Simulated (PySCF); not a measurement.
Compound: heptafluorobutyric acid, C₄HF₇O₂.
SMILES: `C(C(F)(F)C(=O)O)(F)(F)C(F)(F)F`

Torsions of this conformer, `[O:1]=[C:2]([OH:3])[C:4]([F:5])([F:6])[C:7]([F:8])([F:9])[C:10]([F:11])([F:12])[F:13]`: O1–C2–C4–F5 -12°, C2–C4–C7–F8 66°, C4–C7–C10–F11 63°, H–O3–C2–O1 -1°.

The closed-shell ground state was solved at several levels (PySCF, density fitting, gas phase, non-relativistic). The structure is a single PBE0-D3(BJ)/def2-SVP conformer in the gas phase; no vibrational or solvent corrections.

| level | basis functions | total energy (Eh) | HOMO (eV) | LUMO (eV) | gap (eV) | dipole (D) |
| --- | --- | --- | --- | --- | --- | --- |
| wB97X-D/def2-SVPD | 295 | -1001.3879 | -11.35 | 0.36 | 11.71 | 2.24 |
| B3LYP/pcJ-1 | 361 | -1002.3747 | -8.99 | -1.51 | 7.48 | 2.21 |
| PBE0/pcSseg-1 | 226 | -1001.3213 | -9.26 | -1.26 | 8.00 | 2.19 |

**Question.** What might KT2/pcSseg-2 (482 basis functions) give for the same quantities?

**Answer.** Total energy -1016.6055 Eh, HOMO -7.73 eV, LUMO -2.47 eV, gap 5.26 eV, dipole 2.12 D.

**Question.** Over all these levels, which gives the widest orbital gap and which the narrowest?

**Answer.** wB97X-D/def2-SVPD (range-separated hybrid) has the widest, 11.71 eV, and KT2/pcSseg-2 (GGA) the narrowest, 5.26 eV. Functional and basis both differ between the two, so the spread mixes both effects.

**Question.** How far do the dipole and the HOMO energy spread over the levels?

**Answer.** The dipole runs from 2.12 to 2.24 D (mean 2.19 D) and the HOMO from -11.35 to -7.73 eV.

The pairwise dispersion term of wB97X-D wasn't added to the energies; at a given geometry it leaves orbitals and properties as they are.
